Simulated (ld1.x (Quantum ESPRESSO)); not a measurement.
# What the settings do to the TM potential of Mn (Z = 25)

Base potential:

| Quantity | Value |
| --- | --- |
| Element | Mn |
| Generator | ld1.x (Quantum ESPRESSO) 7.5 |
| Type | norm-conserving Troullier–Martins (Kleinman–Bylander form) |
| Functional | PBEsol |
| Relativity | scalar-relativistic |
| Frozen core | [Ne] |
| Valence charge | 15 |
| Reference configuration | 3s2 3p6 3d6 4s1 4p0 |
| Partial waves | 3p (bound): rc 1.45 bohr; 3d (bound): rc 0.90 bohr; 3s (bound): rc 0.75 bohr |
| Local potential | the s channel |
| Core correction | a·sin(br)/r model core inside 0.75 bohr |

Occupied shells without a wave of their own: 4s. They enter only through the test configuration that unscreens the potential, and ld1.x also counts them in the model core charge.

Cutoffs, loose and tight: the cutoffs (Ry, on a coarse ladder) from which the occupation-weighted sum of valence levels, in a spherical-Bessel basis at the reference potential, stays within 10 and 1 mRy of its value at 400 Ry. They do not see the model core or the augmentation charge, which bear on the density cutoff. Test errors are all-electron minus pseudo excitation energies from the reference, over the configurations 3s2 3p6 3d5 4s2 4p0; 3s2 3p6 3d5 4s1 4p0; 3s2 3p6 3d5 4s0 4p0; 3s2 3p6 3d5 4s0 4p2; 3s2 3p6 3d4 4s2 4p1; 3s2 3p6 3d5.5 4s1.5 4p0; 3s2 3p6 3d6 4s0 4p0. A dash means not determined; rows that change the core or the reference have their own tests.

With those shells counted twice in exchange and correlation these files are broken, and their errors move erratically; no question is asked of them.

Cutoffs are not given where the Bessel-basis levels miss the radial ones by over 6 mRy, ghosts where they miss by over 20 mRy; a channel whose overlap is not positive is not tested.

```csv
change,outcome,"cutoff, loose","cutoff, tight",bound ghosts,largest test error (meV)
base,generated,230 Ry,over 300 Ry,none,-465
wave 3s (bound): rc 0.75 bohr becomes 3s (bound): rc 0.50 bohr,"generated, misses its reference levels by 0.88 eV",–,–,not determined,-2590
wave 3s (bound): rc 0.75 bohr becomes 3s (bound): rc 0.56 bohr,generated,–,–,none,-619
wave 3s (bound): rc 0.75 bohr becomes 3s (bound): rc 0.62 bohr,generated,over 300 Ry,over 300 Ry,none,-511
wave 3s (bound): rc 0.75 bohr becomes 3s (bound): rc 0.70 bohr,generated,230 Ry,over 300 Ry,none,-475
wave 3s (bound): rc 0.75 bohr becomes 3s (bound): rc 0.76 bohr,generated,230 Ry,over 300 Ry,none,-464
wave 3s (bound): rc 0.75 bohr becomes 3s (bound): rc 0.82 bohr,generated,230 Ry,over 300 Ry,none,-471
wave 3s (bound): rc 0.75 bohr becomes 3s (bound): rc 0.92 bohr,generated,230 Ry,300 Ry,none,-511
wave 3s (bound): rc 0.75 bohr becomes 3s (bound): rc 0.98 bohr,generated,230 Ry,300 Ry,none,-577
wave 3s (bound): rc 0.75 bohr becomes 3s (bound): rc 1.04 bohr,generated,200 Ry,300 Ry,none,-646
wave 3s (bound): rc 0.75 bohr becomes 3s (bound): rc 1.14 bohr,"generated, misses its reference levels by 0.22 eV",200 Ry,260 Ry,none,-867
```

Reading the sweep of the s radius (base included, trends over the rows without a ghost): The loose cutoff stays near 230 Ry. The median size of the test errors (rows with all tests solved) is not monotonic: lowest 49.1 meV at 0.7 bohr, highest 290.9 meV at 1.14 bohr.
